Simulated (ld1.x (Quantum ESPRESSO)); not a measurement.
Cutoff test, palladium, TM

```json
{"Element": "palladium (Pd)", "Generator": "ld1.x (Quantum ESPRESSO) 7.5", "Type": "norm-conserving Troullier–Martins (Kleinman–Bylander form)", "Functional": "LDA (PZ)", "Relativity": "scalar-relativistic", "Frozen core": "[Ar] 3d10", "Valence charge": "18", "Reference configuration": "4s2 4p6 4d9 5s0 5p0 (charge +1)", "Partial waves": "4s (bound): rc 1.70 bohr; 4p (bound): rc 1.25 bohr; 4d (bound): rc 1.20 bohr", "Local potential": "the d channel", "Core correction": "Bessel-smoothed model core inside 0.95 bohr"}
```

The pseudo-atom Hamiltonian at the reference potential is diagonalised in spherical Bessel functions j_l(qr) that vanish at 20 bohr, with q² up to the cutoff. All-electron valence levels (Ry): 4s -7.1138, 5s -0.8365, 4p -4.6033, 5p -0.4693, 4d -1.0942.

How do the lowest levels (Ry) of each channel move with the cutoff, and are there ghosts?

| cutoff (Ry) | s #1 | s #2 | s #3 | p #1 | p #2 | d #1 | d #2 | f #1 | f #2 | Σ f·Δε (mRy) |
| --- | --- | --- | --- | --- | --- | --- | --- | --- | --- | --- |
| 8 | -6.8975 | -0.8081 | -0.2044 | -2.9792 | -0.3470 | -0.3208 | -0.0969 | -0.0465 | 0.0552 | 17137.7 |
| 12 | -7.0749 | -0.8795 | -0.2173 | -3.8227 | -0.4046 | -0.4483 | -0.1108 | -0.0465 | 0.0551 | 10574.6 |
| 18 | -7.0870 | -0.9108 | -0.2238 | -4.3991 | -0.4502 | -0.6636 | -0.1247 | -0.0465 | 0.0551 | 5154.4 |
| 30 | -7.1053 | -0.9213 | -0.2267 | -4.5640 | -0.4686 | -0.9285 | -0.1360 | -0.0465 | 0.0551 | 1744.5 |
| 40 | -7.1126 | -0.9269 | -0.2283 | -4.5671 | -0.4688 | -1.0433 | -0.1400 | -0.0465 | 0.0551 | 677.4 |
| 50 | -7.1128 | -0.9314 | -0.2296 | -4.5822 | -0.4694 | -1.0795 | -0.1412 | -0.0465 | 0.0550 | 261.1 |
| 60 | -7.1132 | -0.9337 | -0.2302 | -4.5941 | -0.4700 | -1.0896 | -0.1415 | -0.0465 | 0.0550 | 98.0 |
| 80 | -7.1137 | -0.9350 | -0.2305 | -4.6020 | -0.4705 | -1.0938 | -0.1417 | -0.0465 | 0.0550 | 11.5 |
| 110 | -7.1137 | -0.9350 | -0.2305 | -4.6025 | -0.4705 | -1.0941 | -0.1417 | -0.0465 | 0.0550 | 5.5 |
| 140 | -7.1138 | -0.9350 | -0.2305 | -4.6033 | -0.4706 | -1.0942 | -0.1417 | -0.0465 | 0.0550 | 1.0 |
| 180 | -7.1138 | -0.9351 | -0.2305 | -4.6034 | -0.4706 | -1.0942 | -0.1417 | -0.0465 | 0.0550 | 0.2 |
| 400 | -7.1138 | -0.9351 | -0.2305 | -4.6034 | -0.4706 | -1.0942 | -0.1417 | -0.0465 | 0.0550 | 0.0 |

Result: no extra level below or beside the all-electron valence levels (s, p, d, f tested); 10 mRy is reached at 90 Ry and 1 mRy at 140 Ry.
